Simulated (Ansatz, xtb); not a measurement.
# Relative energy of two isomers of C4H3N3S2

Structure a: `N#Cc1nc(CS)ns1`, a singlet. Structure b: `CSc1nc(C#N)ns1`, a singlet. Both are isolated molecules in the gas phase, relaxed with PBE0-D3(BJ)/def2-SVP; the shapes shown needn't be the lowest conformers.

a (Å):

```csv
atom,x (Å),y (Å),z (Å)
C,-2.1883,-0.6947,-2.5902
C,-0.9433,-1.0496,-1.9973
C,0.8026,-1.0257,-0.7068
C,1.6738,-0.4663,0.3663
N,-3.1978,-0.4389,-3.0982
N,-0.3692,-0.4025,-1.0207
N,1.1437,-2.1018,-1.3799
S,2.3355,1.1728,-0.0709
S,-0.0158,-2.4218,-2.5029
H,1.1186,-0.4091,1.3141
H,2.5405,-1.1242,0.5063
H,1.1312,1.7812,-0.1370
```

b (Å):

```xyz
12

C     0.4485    1.6532   -3.1759
C     0.8544    1.1501   -0.5536
C     0.0159   -0.6136    0.3854
C    -0.7383   -1.8367    0.4071
N     0.1317    0.0859   -0.7780
N    -1.3475   -2.8206    0.4150
N     0.5870   -0.1783    1.4825
S     1.2759    2.3475   -1.7303
S     1.3634    1.2340    1.1133
H    -0.6324    1.5827   -3.0007
H     0.6564    2.3506   -3.9981
H     0.8531    0.6599   -3.4077
```

Q: Estimate which is lower in electronic energy at CCSD(T)/def2-SVP + ΔMP2/def2-TZVPP, and by roughly how much.

A: Too close to call at this level: CCSD(T)/def2-SVP + ΔMP2/def2-TZVPP gives E(b) − E(a) = −0.61 kJ/mol.

How the difference moves with the method:

```tsv
level	geometry	E(b) − E(a) (kJ/mol)	departure from the last row (kJ/mol)	job, with rough time for the two
GFN2-xTB	GFN2-xTB	+4.52	+5.12	optimisation, 0.14 s
HF/STO-3G	GFN2-xTB	−50.04	−49.43	single point, 0.44 s
r2SCAN-D4/def2-SVP	GFN2-xTB	−2.23	−1.62	single point, 3.6 s
PBE0-D3(BJ)/def2-SVP	PBE0-D3(BJ)/def2-SVP	+0.90	+1.51	optimisation, 44 s
HF/def2-SVP	PBE0-D3(BJ)/def2-SVP	+7.61	+8.22	part of the CCSD(T) run
MP2/def2-SVP	PBE0-D3(BJ)/def2-SVP	+9.32	+9.93	part of the CCSD(T) run
CCSD(T)/def2-SVP	PBE0-D3(BJ)/def2-SVP	+10.01	+10.62	single point
CCSD(T)/def2-SVP + ΔMP2/def2-TZVPP	PBE0-D3(BJ)/def2-SVP	−0.61		single point, 86 s
```

As drawn, b has 1 C–S, 1 C–H in place of 1 C–C, 1 S–H.

The largest departure from CCSD(T)/def2-SVP + ΔMP2/def2-TZVPP is that of HF/STO-3G, 49.43 kJ/mol. The last row adds to CCSD(T) the change of the MP2 difference between the two basis sets, here −10.62 kJ/mol.

With thermal terms from frequencies at re-optimised GFN2-xTB minima (ideal gas, soft modes damped towards free rotors, one conformer each, 298.15 K, 1 atm): the zero-point term adds +4.77 kJ/mol; ΔH is +4.85 and ΔG +3.12 kJ/mol.

The correlated steps freeze 17 core orbitals. Programs: Ansatz 0.2.0, xtb 6.7.1; the last row on 4 threads of Arm Neoverse V2 on a shared host.
